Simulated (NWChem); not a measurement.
C₂H₅ClOSi; SMILES [SiH2](Cl)OC=C

```xyz
10

C      0.5421     2.9848    -0.0243
C      0.5104     1.6457    -0.1089
O     -0.5545     0.9074     0.3371
Si    -0.9456    -0.6601    -0.1212
Cl     0.7214    -1.8904     0.0597
H     -0.3041     3.5494     0.3939
H      1.4312     3.5289    -0.3698
H      1.3564     1.0598    -0.5152
H     -2.0082    -1.0949     0.8298
H     -1.3800    -0.7090    -1.5542
```
Atoms are numbered in this order, from 1.

Results from NWChem. Medium grid unless said otherwise, to which SCAN and Minnesota functionals are sensitive. All runs use the structure optimised with PBE-D3(BJ)/def2-SVP.

Problem. What does the run give for r2SCAN/def2-SVP? Quantities: highest occupied level (eV); orbital gap (eV); dipole (D).

Solution. 
```
Quantity                     Value
---------------------------  -----
highest occupied level (eV)  -6.08
orbital gap (eV)              5.58
dipole (D)                    0.87
```
